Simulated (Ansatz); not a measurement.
CH6InNSi at its PBE0-D4/def2-TZVP geometry, where that method's forces vanish. The species carries charge 0 and has multiplicity 1. In takes the def2 core potential. The bonds changed during the relaxation, so this is another structure than the one it started from.

| atom | x (Å) | y (Å) | z (Å) |
| --- | --- | --- | --- |
| N1 | -0.447 | -1.748 | -0.948 |
| C2 | -0.426 | -0.663 | -1.620 |
| In3 | -2.237 | 0.621 | -1.105 |
| Si4 | 0.804 | 0.823 | 1.255 |
| H5 | -1.260 | -1.811 | -0.312 |
| H6 | 0.434 | -0.580 | -2.301 |
| H7 | -0.580 | 1.253 | 0.880 |
| H8 | 1.694 | 0.958 | 0.078 |
| H9 | 1.265 | 1.724 | 2.343 |
| H10 | 0.754 | -0.578 | 1.731 |

**Question.** For each bond, give half the difference of the two atoms' forces along it (eV/Å; positive pushes the atoms apart) under PBE-D4, r2SCAN-D4, B3LYP-D4, ωB97M-V in def2-TZVPP. (Estimate.)

**Answer.** Ansatz gave: 
```json
{"bond": "N1–C2", "length (Å)": "1.277", "PBE-D4": "0.53", "r2SCAN-D4": "0.26", "B3LYP-D4": "0.11", "ωB97M-V": "0.20"}
{"bond": "N1–H5", "length (Å)": "1.034", "PBE-D4": "0.25", "r2SCAN-D4": "0.05", "B3LYP-D4": "-0.03", "ωB97M-V": "-0.08"}
{"bond": "C2–In3", "length (Å)": "2.279", "PBE-D4": "0.06", "r2SCAN-D4": "-0.02", "B3LYP-D4": "0.22", "ωB97M-V": "-0.11"}
{"bond": "C2–H6", "length (Å)": "1.100", "PBE-D4": "-0.04", "r2SCAN-D4": "-0.08", "B3LYP-D4": "-0.16", "ωB97M-V": "-0.06"}
{"bond": "Si4–H7", "length (Å)": "1.497", "PBE-D4": "0.08", "r2SCAN-D4": "-0.01", "B3LYP-D4": "-0.07", "ωB97M-V": "-0.09"}
{"bond": "Si4–H8", "length (Å)": "1.482", "PBE-D4": "0.07", "r2SCAN-D4": "-0.01", "B3LYP-D4": "-0.04", "ωB97M-V": "-0.08"}
{"bond": "Si4–H9", "length (Å)": "1.486", "PBE-D4": "0.07", "r2SCAN-D4": "-0.03", "B3LYP-D4": "-0.06", "ωB97M-V": "-0.10"}
{"bond": "Si4–H10", "length (Å)": "1.480", "PBE-D4": "0.09", "r2SCAN-D4": "-0.01", "B3LYP-D4": "-0.05", "ωB97M-V": "-0.09"}
```

B3LYP here is the variant with VWN-RPA as its local correlation; programs differ in this.
